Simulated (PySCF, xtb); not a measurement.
ClH₃O₃Ti, SMILES [OH][Ti]([OH])([OH])[Cl], multiplicity 1.

GFN2-xTB in xtb at its own geometry gives an orbital gap of 4.23 eV and a dipole moment of 6.15 D.

Coordinates come from a r2SCAN-D4/def2-SVP optimisation. The multiplicity is an assumed one; no other spin state was optimised. The structure was generated by enumeration; whether it is a known compound was not checked. One conformer was computed; it need not be the lowest.

What does PBE/def2-TZVP run with PySCF give? (Estimate from the structure and the level; the computed values follow.)

gap 4.41 eV (levels -7.17 and -2.76 eV), dipole 3.57 D.
